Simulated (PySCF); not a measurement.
Mn(CO)5(Me), SMILES [CH3][Mn](<-[C-]#[O+])(<-[C-]#[O+])(<-[C-]#[O+])(<-[C-]#[O+])<-[C-]#[O+] at its GFN2-xTB optimised geometry (Å):

```
15

Mn    -0.0491     0.0948     0.0000
O     -2.8859     0.8498    -0.0008
C     -1.7958     0.5177     0.0000
O     -0.0046     0.6300    -2.8860
C     -0.0248     0.3814    -1.7740
O      2.8859     0.1735     0.0011
C      1.7494     0.0948     0.0000
O     -0.0284     0.4049     2.9195
C     -0.0406     0.2368     1.7928
O     -0.4039    -2.8250    -0.1258
C     -0.2667    -1.6943    -0.0771
C      0.2690     2.3066     0.1424
H     -0.6476     2.8250     0.4262
H      0.5998     2.7250    -0.8089
H      1.0263     2.5567     0.8868
```

Calculation: PySCF 2.14.0 with PBE0/def2-TZVP. Cells within 0.4 Å of a nucleus heavier than hydrogen are left out (blank, or x).

Map of the log10 of the electron density (e/bohr³), floored at −4 on the plane z = 1.5 Å:

```
|0000000000000000000000000000000|
|0000000000000000000000000000000|
|0000000000000011111000000000000|
|0000000000011222222210000000000|
|0000000000122333333321000000000|
|0000000000133444455432100000000|
|0000000001234455566543200000000|
|0000000001234555667654200000000|
|0000000111234555667654210000000|
|0000112222234455666543210000000|
|0001223332334555555443211000000|
|0001233333345666665432222110000|
|0002334444456788775443333221000|
|0002334444557899976544443321000|
|000123344456789x987554444332000|
|000122333456789x987554444332000|
|0000112233456889876544443321000|
|0000001123356777765443333221000|
|0000000012345566654432222110000|
|0000000001234555543321110000000|
|0000000001233444433210000000000|
|0000000000123444332100000000000|
|0000000000123343321000000000000|
|0000000000123333321000000000000|
|0000000000123333210000000000000|
|0000000000012332210000000000000|
|0000000000011222100000000000000|
|0000000000000111000000000000000|
|0000000000000000000000000000000|
|0000000000000000000000000000000|
|0000000000000000000000000000000|
```
Scale: ten equal steps from -4.00 (start of '0') to -0.571 (end of '9'), in the order '0123456789'; x runs from -5.00 to 5.00, y from -5.00 (bottom) to 5.00 (top).
